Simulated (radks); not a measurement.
Initial-state core-level shifts of neutral antimony when its valence configuration changes from [Kr] 4d10 5s2 5p3. All-electron calculation, Dirac Kohn-Sham, PBE, spin-unpolarised, spherical densities, point nucleus; open shells fill j = l - 1/2 first. Program: a radial shooting solver on a logarithmic mesh with Libxc functionals. Shifts are changes of the shell-averaged eigenvalues in eV (positive: less bound).

valence               1s       2s       2p       4p
4d9 5s2 5p4       -8.199   -8.690   -8.661   -6.866
4d8 5s2 5p5      -16.630  -17.677  -17.616  -13.698
4d10 5p5          -3.099   -3.016   -3.010   -3.020
4d7 5s2 5p6      -25.304  -26.964  -26.871  -20.506
4d8 5s1 5p6      -18.045  -19.061  -18.995  -15.051
4d10 5s1 5p4      -1.590   -1.548   -1.545   -1.549
4d9.5 5s2 5p3.5   -4.071   -4.309   -4.295   -3.438
4d8.5 5s2 5p4.5  -12.385  -13.146  -13.102  -10.285
4d9.5 5s1 5p4.5   -5.608   -5.807   -5.789   -4.928
